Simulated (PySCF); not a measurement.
Run record: geometry optimisation, `FBCC(F)(F)F`.

Method: PBE0-D3(BJ)/def2-SVP geometry optimisation, gas phase (PySCF 2.14.0). Start geometry: GFN2-xTB. The command runs a driver script over a list of jobs; the input below is this job's line of settings and its coordinates in Å.

Command:
```bash
OMP_NUM_THREADS=1 python probes_run.py task.json out
```

Input:
```
{"job": {"xc": "PBE0", "basis": "def2-SVP", "d3": "d3bj", "grid": 1, "shake": 0.01, "kind": "geom"}, "charge": 0, "multiplicity": 1}
F      2.628400     0.139770     0.188790
B      1.405700     0.354480    -0.306490
C      0.175950    -0.302960     0.471540
C     -1.124310    -0.037340    -0.136920
F     -2.158280    -0.619680     0.550900
F     -1.454650     1.273750    -0.199240
F     -1.245270    -0.514680    -1.385780
H      1.331920     1.004720    -1.284720
H      0.165900     0.067940     1.530490
H      0.325090    -1.386920     0.550370
```

Output:
```
step   0  E = -501.42735920  max force = 0.060568
step   1  E = -501.42961132  max force = 0.030981
step   2  E = -501.43088024  max force = 0.008832
step   3  E = -501.43135066  max force = 0.002910
step   4  E = -501.43136981  max force = 0.002426
step   5  E = -501.43148609  max force = 0.000882
step   6  E = -501.43152791  max force = 0.000661
step   7  E = -501.43157990  max force = 0.000706
step   8  E = -501.43159227  max force = 0.000504
step   9  E = -501.43159234  max force = 0.000095
optimisation converged
```

Energies in Eh; «max force» is the largest Cartesian gradient component in Eh/bohr.

Problem. How much energy does the optimisation release, in kJ/mol?

Solution. E(step 0) − E(last step) = 0.004233 Eh, which is 11.1 kJ/mol.

Summary of the converged run: final energy -501.43159 Eh after 9 steps; dipole 1.46 D.

Time: 41 s of wall time; peak memory 0.46 GiB. Hardware: Arm Neoverse V1, one thread, no GPU, on a shared host.
Labels such as C1 count atoms from 1, the log's own numbers from 0.
